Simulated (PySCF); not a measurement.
**KF⁺ at B97-3**

Computed with B97-3; basis K 3-21G, F 3-21G; no relativity; PySCF 2.14.

- state: ²Π (doublet), unpaired electrons π ↑
- bond length: 3.049 Å
- harmonic wavenumber: 85.8 cm⁻¹
- force constant: 0.0554 mdyn/Å
- rotational constant Be: 0.1420 cm⁻¹
- well depth De to K⁺ + F: 0.25 eV
- dissociation energy D0: 0.24 eV
- bond order (Mayer): 0.09
- dipole moment (positive dipole points towards F; it is taken about the centre of mass and depends on that origin): -4.57 D

The bond is weak. Basis-set superposition, not corrected here, can be much of De in a small basis, most of all at correlated wavefunction levels. For an ion De counts to the pair picked by the measured ionisation energies or electron affinities, which need not be the lowest pair at this level. 3-21G is very small, so such numbers show the basis as much as the molecule. The state was picked by a PBE0 search and need not be the measured ground state.
